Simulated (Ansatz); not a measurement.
Molecule: C3H4N, net charge 0, doublet state. It need not be the lowest isomer of its formula. 
Coordinates optimised at B3LYP-D3(BJ)/def2-TZVP (Ansatz, an electronic-structure program):
SMILES: C[CH][N+]#[C-]
```xyz
8

C     -1.5792     0.1486    -0.0893
C     -0.2734    -0.4526    -0.4641
N      0.8589    -0.0212     0.1045
C      1.8402     0.3806     0.6239
H     -1.5948     1.2231    -0.3001
H     -1.7743     0.0335     0.9821
H     -2.3891    -0.3243    -0.6418
H     -0.1800    -1.2434    -1.1948
```
Charge 0, spin multiplicity 2.

Parts of the frozen-core correlation energy in cc-pwCVTZ (Ansatz, hartree). Frozen orbitals: 4; correlated occupied orbitals by spin: 11 and 10; virtual: 213 and 214. Open shells are spin-unrestricted. Spin-orbit coupling is left out. No relativistic terms.

| term | value |
|---|---|
| reference (HF) | -170.37334 |
| MP2 opposite-spin | ___ |
| MP2 same-spin | ___ |
| CCSD correlation | ___ |
| (T) | -0.03182 |
| T1 diagnostic | 0.020 |
| largest doubles amplitude | 0.041 |
| <S^2> of the reference | 0.831 |

### Question
Complete the blanks.

### Answer

- MP2 opposite-spin, value: -0.48957
- MP2 same-spin, value: -0.15481
- CCSD correlation, value: -0.67734
